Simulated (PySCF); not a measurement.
germanium monotelluride (GeTe), singlet, geometry from GFN2-xTB (all electrons, no relativity), atoms displaced at random by about 0.02 Å a coordinate; HF/STO-3G (PySCF).

The PySCF input:
```python
from pyscf import gto, scf
from pyscf.geomopt import geometric_solver

mol = gto.Mole()
mol.atom = '''
    Ge   -0.01877459    0.02540856   -1.42710404
    Te    0.02924664   -0.00132374    0.89429359
'''
mol.basis = 'sto-3g'
mol.verbose = 3
mol.build()

def method(m):
    mf = scf.RHF(m)
    return mf

conv, mol_eq = geometric_solver.kernel(method(mol), maxsteps=100)
print('optimisation converged:', conv)
print(mol_eq.tostring(format='xyz'))
mf = method(mol_eq)
mf.kernel()
```

Task: Predict the main parts of the log of this PySCF run.

Result: 
```
Custom engine selected.
Bonds will be generated from interatomic distances less than 1.20 times sum of covalent radii
6 internal coordinates being used (instead of 6 Cartesians)
Internal coordinate system (atoms numbered from 1):
Distance 1-2
Translation-X 1-2
Translation-Y 1-2
Translation-Z 1-2
Rotation-A 1-2
Rotation-B 1-2
Rotation-C 1-2
<class 'geometric.internal.Distance'> : 1
<class 'geometric.internal.TranslationX'> : 1
<class 'geometric.internal.TranslationY'> : 1
<class 'geometric.internal.TranslationZ'> : 1
<class 'geometric.internal.RotationA'> : 1
<class 'geometric.internal.RotationB'> : 1
<class 'geometric.internal.RotationC'> : 1
> ===== Optimization Info: ====
> Job type: Energy minimization
> Maximum number of optimization cycles: 100
> Initial / maximum trust radius (Angstrom): 0.100 / 0.300
> Convergence Criteria:
> Will converge when all 5 criteria are reached:
>  |Delta-E| < 1.00e-06
>  RMS-Grad  < 3.00e-04
>  Max-Grad  < 4.50e-04
>  RMS-Disp  < 1.20e-03
>  Max-Disp  < 1.80e-03
> === End Optimization Info ===

Geometry optimization cycle 1
Cartesian coordinates (Angstrom)
 Atom        New coordinates             dX        dY        dZ
  Ge  -0.018775   0.025409  -1.427104    0.000000  0.000000  0.000000
  Te   0.029247  -0.001324   0.894294    0.000000  0.000000  0.000000

WARN: Mole.unit (angstrom) is changed to Bohr

converged SCF energy = -8598.8889160235
--------------- RHF_Scanner gradients ---------------
         x                y                z
0 Ge    -0.0006331954     0.0003524851    -0.0306093439
1 Te     0.0006331954    -0.0003524851     0.0306093439
----------------------------------------------
cycle 1: E = -8598.88891602  dE = -8598.89  norm(grad) = 0.0433003
Step    0 : Gradient = 3.062e-02/3.062e-02 (rms/max) Energy = -8598.8889160235
[...]
Geometry optimization cycle 2
Cartesian coordinates (Angstrom)
 Atom        New coordinates             dX        dY        dZ
  Ge  -0.017568   0.024737  -1.368778    0.001207 -0.000672  0.058326
  Te   0.028040  -0.000652   0.835968   -0.001207  0.000672 -0.058326
converged SCF energy = -8598.88911933444
--------------- RHF_Scanner gradients ---------------
         x                y                z
0 Ge     0.0006837933    -0.0003806518     0.0330553018
1 Te    -0.0006837933     0.0003806518    -0.0330553018
----------------------------------------------
cycle 2: E = -8598.88911933  dE = -0.000203311  norm(grad) = 0.0467604
[...]
Step    1 : Displace = 5.834e-02/5.834e-02 (rms/max) Trust = 1.000e-01 (=) Grad = 3.306e-02/3.306e-02 (rms/max) E (change) = -8598.8891193344 (-2.033e-04) Quality = 0.060
[...]
  Te   0.028667  -0.001001   0.866251    0.000626 -0.000349  0.030283
converged SCF energy = -8598.89075562933
--------------- RHF_Scanner gradients ---------------
         x                y                z
0 Ge    -0.0000662053     0.0000368550    -0.0032004372
1 Te     0.0000662053    -0.0000368550     0.0032004372
----------------------------------------------
cycle 3: E = -8598.89075563  dE = -0.00163629  norm(grad) = 0.00452737
Step    2 : Displace = 3.029e-02/3.029e-02 (rms/max) Trust = 2.917e-02 (-) Grad = 3.201e-03/3.201e-03 (rms/max) E (change) = -8598.8907556293 (-1.636e-03) Quality = 0.865
[...]
Geometry optimization cycle 4
Cartesian coordinates (Angstrom)
 Atom        New coordinates             dX        dY        dZ
  Ge  -0.018139   0.025055  -1.396388    0.000055 -0.000031  0.002673
  Te   0.028611  -0.000970   0.863578   -0.000055  0.000031 -0.002673
converged SCF energy = -8598.8907733636
--------------- RHF_Scanner gradients ---------------
         x                y                z
0 Ge    -0.0000061876     0.0000034445    -0.0002991167
1 Te     0.0000061876    -0.0000034445     0.0002991167
----------------------------------------------
cycle 4: E = -8598.89077336  dE = -1.77343e-05  norm(grad) = 0.000423133
Step    3 : Displace = 2.674e-03/2.674e-03 (rms/max) Trust = 4.125e-02 (+) Grad = 2.992e-04/2.992e-04 (rms/max) E (change) = -8598.8907733636 (-1.773e-05) Quality = 1.096
[...]
Geometry optimization cycle 5
Cartesian coordinates (Angstrom)
 Atom        New coordinates             dX        dY        dZ
  Ge  -0.018133   0.025052  -1.396113    0.000006 -0.000003  0.000276
  Te   0.028606  -0.000967   0.863302   -0.000006  0.000003 -0.000276
converged SCF energy = -8598.89077351796
--------------- RHF_Scanner gradients ---------------
         x                y                z
0 Ge     0.0000000704    -0.0000000392     0.0000034022
1 Te    -0.0000000704     0.0000000392    -0.0000034022
----------------------------------------------
cycle 5: E = -8598.89077352  dE = -1.54361e-07  norm(grad) = 4.81272e-06
Step    4 : Displace = 2.757e-04/2.757e-04 (rms/max) Trust = 5.834e-02 (+) Grad = 3.403e-06/3.403e-06 (rms/max) E (change) = -8598.8907735180 (-1.544e-07) Quality = 0.990
[...]
Converged! =D

optimisation converged: True
2
XYZ from PySCF
Ge         -0.01813349        0.02505168       -1.39611280
Te          0.02860554       -0.00096686        0.86330235
converged SCF energy = -8598.89077351794
```
